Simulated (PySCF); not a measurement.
## Excitation energy of Mn²⁺ by level of theory

Mn²⁺ [Ar] 3d5 (6S) → Mn²⁺ [Ar] 3d4 4p1 (high-spin determinant), as a difference of total energies. Computed with PySCF 2.14 in x2c-TZVPPall with one added diffuse shell each of s, p, d, f type (7s6p5d3f1g, 80 functions), with the spin-free X2C one-electron Hamiltonian (Gaussian nucleus). Correlated levels: valence: [Ar] frozen; valence and next inner shell: [Ne] frozen. The calculations carry no spin-orbit coupling.

```csv
method,excitation energy (eV)
UHF,12.990
LDA,13.535
PBE,13.246
PBE0,13.375
r2SCAN,13.373
B2PLYP,13.363
M06,13.784
r2SCANh,13.408
PW91,13.267
MP2 (valence),13.576
SCS-MP2 (valence),13.185
MP2 (valence and next inner shell),13.918
SCS-MP2 (valence and next inner shell),13.539
```

Q: How much does correlation contribute at MP2 (valence and next inner shell)?

A: 13.918 − (12.990) = 0.928 eV, measured against UHF.

A first-order spin-orbit estimate (lowest level to lowest level, LS coupling) adds -0.102 eV.

The determinant of the upper state mixes LS terms, which raises its energy above the lowest term, most at the Hartree-Fock and MP2 levels.
